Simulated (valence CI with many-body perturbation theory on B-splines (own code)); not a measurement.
# Basis-set convergence for La XLV

Calculated by configuration interaction combined with many-body perturbation theory (CI+MBPT): three valence electrons over a frozen Dirac-Fock core [Ne], a basis of 9 s, 9 p, 8 d, 6 f, 3 g, 1 h functions for each j, with the one-electron correlation potential Σ1 (screened to all orders), the two-electron term Σ2, the three-electron term Σ3, Breit, model QED; selected single and double excitations, second order for the rest, scaled by the run's own slope (own B-spline code, finite nucleus).

No measured spectrum was set against this ion. As an estimate, large intervals hold to a few tenths of a per cent, small ones and those within an open d or f shell to about a per cent.

The reference run has the lowest level (3s^2 3p1/2) J=1/2 and an ionisation energy of 3517.02 eV. Its largest variational space holds 8502 state functions.

Levels are named by their leading jj configuration (3d3/2^4 stands for four electrons in 3d with j = 3/2), which in mixed levels can hold well under half, so a name can repeat and another be missing. Letters in brackets count levels of one name in rising energy.

Changed runs:
A. basis 6 s, 6 p, 5 d, 3 f, 1 g
B. basis 5 s, 5 p, 4 d, 2 f

Excitation energies of the reference run in cm⁻¹, and shifts in cm⁻¹:

| Level | Reference | A | B |
| --- | --- | --- | --- |
| (3s^2 3p3/2) J=3/2 | 857576 | -20 | -45 |
| (3s 3p1/2^2) J=1/2 | 891109 | -27 | -94 |
| (3s 3p1/2 3p3/2) J=3/2 [a] | 1592110 | -151 | -465 |
| (3s 3p1/2 3p3/2) J=5/2 | 1690480 | -44 | -127 |
| (3s 3p1/2 3p3/2) J=3/2 [b] | 1822820 | +21 | +72 |
| (3s 3p1/2 3p3/2) J=1/2 | 1888220 | +65 | +237 |
| (3s^2 3d3/2) J=3/2 | 2200350 | +278 | +888 |
| (3s^2 3d5/2) J=5/2 | 2316860 | +94 | +231 |
| (3s 3p3/2^2) J=5/2 | 2573610 | +99 | +404 |
| (3p1/2^2 3p3/2) J=3/2 | 2723570 | -27 | -95 |
| (3s 3p3/2^2) J=1/2 | 2749920 | +112 | +385 |
| (3s 3p3/2^2) J=3/2 | 2791000 | +110 | +425 |
| Ionisation energy (eV) | 3517.02 | -0.018 | -0.06 |
